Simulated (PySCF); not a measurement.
## Electronic absorption of C6H15PSi

Species: C6H15PSi.
Geometry (PBE0-D3(BJ)/def2-SVP, Å), atoms numbered from 1 in this order:
```
atom  x, y, z in Å
C1    -2.2587   -1.4694    0.0938
C2    -1.5889   -0.1692   -0.3238
C3    -0.0717   -0.2380   -0.2447
C4     0.5523   -0.4244    1.1505
P5     2.0261    0.6684    0.6892
Si6    3.3200   -0.8601   -0.3604
C7     0.7430    1.0104   -0.6793
C8     0.0755    2.3587   -0.4665
H9    -3.3554   -1.3952    0.0426
H10   -1.9492   -2.3043   -0.5546
H11   -1.9942   -1.7415    1.1281
H12   -1.8818    0.0881   -1.3568
H13   -1.9545    0.6559    0.3114
H14    0.2633   -1.0800   -0.8738
H15   -0.0231    0.0807    1.9443
H16    0.7478   -1.4562    1.4772
H17    2.5640   -1.8260   -1.2220
H18    4.0674   -1.6399    0.6744
H19    4.3054   -0.1335   -1.2193
H20    1.1216    0.9462   -1.7120
H21    0.7831    3.1767   -0.6680
H22   -0.7894    2.4878   -1.1374
H23   -0.2815    2.4840    0.5682
```

Computed, not measured: TDDFT CAM-B3LYP/def2-SVPD, vertical, gas phase, core orbitals frozen in the response (PySCF).

Q: List the vertical singlet excitations with oscillator strengths and describe the spectrum.

A: 

```
state  E (eV)  ν̃ (cm⁻¹)      f  main configurations (H = HOMO, L = LUMO)
   S1    5.30      42780  0.022                                 H→L (83%)
   S2    6.02      48580  0.124                               H→L+1 (85%)
   S3    6.35      51220  0.020                  H→L+2 (59%), H→L+3 (23%)
   S4    6.75      54460  0.019     H→L+2 (22%), H→L+4 (21%), H→L+5 (17%)
   S5    6.84      55200  0.017                  H-1→L (47%), H→L+6 (29%)
   S6    6.89      55580  0.062                  H→L+4 (47%), H→L+6 (13%)
   S7    6.96      56100  0.025     H→L+6 (30%), H-1→L (20%), H→L+7 (16%)
   S8    7.27      58620  0.012     H→L+7 (30%), H→L+5 (25%), H→L+3 (22%)
   S9    7.42      59870  0.106                H-1→L+1 (46%), H-2→L (10%)
  S10    7.48      60340  0.025   H→L+5 (23%), H-1→L+1 (18%), H→L+7 (14%)
```

Triplets, Tamm–Dancoff:

| state | E (eV) | λ (nm) | main configurations (H = HOMO, L = LUMO) |
| --- | --- | --- | --- |
| T1 | 4.47 | 277.5 | H→L (76%) |
| T2 | 5.05 | 245.6 | H→L+1 (61%), H→L+2 (10%) |
| T3 | 6.02 | 206.1 | H→L+3 (33%), H→L+2 (24%), H→L+5 (10%) |
| T4 | 6.22 | 199.2 | H-1→L (70%) |

The lowest singlet comes at 234 nm (512 kJ/mol) in the ultraviolet; it is weak; its leading configuration is HOMO→LUMO (83%). The strongest level in the table is S2 at 6.02 eV (206 nm, f = 0.124). Löwdin shares by element: HOMO phosphorus 56%, carbon 19% or more, silicon 9% (atoms not listed hold the other 16%); LUMO phosphorus 28%, carbon 20% or more, silicon 12% (atoms not listed hold the other 40%). Weighted by f, the mean energy of these states is 6.71 eV. The oscillator strengths of these states sum to 0.431; summed over the whole spectrum of an exact calculation they would give the number of electrons, 80 (Thomas–Reiche–Kuhn). The listed states span 2.18 eV, and the widest gap between neighbours is 0.72 eV (S1 to S2). All these states lie below the vertical ionisation energy of 8.32 eV (ΔSCF). Only the lowest 10 singlets were computed, as vertical energies without vibronic structure.

One conformer stands for the species.

Without π bonds the low states are Rydberg-like; a valence basis with one diffuse set may place them up to an eV too high.
